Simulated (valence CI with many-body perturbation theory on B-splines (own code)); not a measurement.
# Pd14+: one-electron terms

Method: relativistic CI+MBPT: four valence electrons over a frozen Dirac-Fock core [Ar] 3d10, a basis of 11 s, 11 p, 9 d, 7 f, 5 g, 2 h, 1 i functions for each j, with the one-electron correlation potential Σ1, the two-electron term Σ2, the three-electron term Σ3, Breit, model QED; selected CI, second order for the rest (own B-spline code, finite nucleus).

No measured levels were compared; by estimate levels hold to about 250 cm⁻¹ or 0.2 % of their energy and the worst to 1 %, as in measured heavy ions of charge 2 to 7; those with d or f electrons hold less well.

These are the spectroscopic orbitals of the CI (the correlating ones are not listed), shaped by the core and the other valence electrons. h is the expectation value of the core's Dirac-Fock operator, without the valence repulsion; Σ1 is computed up to l = 3 at one energy for each symmetry, that of its lowest orbital but kept below the first core excitation, so for empty shells it is not the orbital's own correlation shift; Breit and QED include the response of the core.

```
Orbital  h (hartree)  Σ1 (cm⁻¹)  Breit (cm⁻¹)  QED (cm⁻¹)  ⟨r⟩ (bohr)
  4s1/2      -16.749     -11053          1357        1053      0.8505
  5s1/2      -9.4594      -3433           535         416       1.535
  6s1/2      -6.0841      -1540           260         204       2.427
  7s1/2      -4.2454       -841           148         116       3.513
  4p1/2      -15.383     -10551          2070       -57.5      0.8787
  5p1/2      -8.8351      -3354           818       -22.5       1.605
  6p1/2      -5.7548      -1572           415       -11.3       2.527
  7p1/2      -4.0503       -877           241        -6.6       3.646
  4p3/2      -15.122      -9923          1288        41.8      0.8956
  5p3/2       -8.722      -3214           511        16.7       1.627
  6p3/2      -5.6954      -1518           270         8.5       2.554
  7p3/2      -4.0152       -850           157         5.0       3.679
  4d3/2      -12.884      -9069           629       -57.9      0.9531
  5d3/2      -7.7087      -3189           271       -24.1       1.755
  6d3/2      -5.1544      -1598           146       -12.8       2.742
  4d5/2      -12.836      -8910           319       -31.4      0.9578
  5d5/2      -7.6868      -3142           134       -13.0       1.761
  6d5/2      -5.1425      -1575          72.5        -6.9       2.749
  4f5/2      -10.516      -7374          79.6       -14.0       1.017
  5f5/2      -6.6743      -2763          44.2        -8.0       1.889
  4f7/2      -10.512      -7299         -22.6        -9.7       1.017
  5f7/2      -6.6718      -2728         -12.6        -5.7       1.890
  5g7/2      -6.3527                      0.0        -0.7       1.791
  5g9/2      -6.3518                     -2.2         0.2       1.792
```

Among the shells of the start configuration 4s2 4p2, Σ1 is largest in size for 4s1/2, where it is 0.30 % of h.

Lowest root of each symmetry, sizes in configuration state functions:

```tsv
J	Parity	Roots	Reference	Variational	Second order	Change by selected CI (cm⁻¹)	Change by second order (cm⁻¹)
0	even	8	35	17228	130058	-6152	-3
1	even	13	69	40000	370597	-5515	-6
2	even	16	96	40000	439197	-5897	-20
3	even	11	72	39998	587618	-5715	-29
4	even	7	50	39472	573903	-5299	-21
5	even	3	19	27491	604473	-5831	-19
0	odd	3	27	11469	121956	-6675	-8
1	odd	8	72	32373	438992	-5412	-9
2	odd	9	85	39984	483662	-2882	-6
3	odd	5	70	39986	478007	-4812	-14
4	odd	2	45	26744	501479	-6482	-24
```
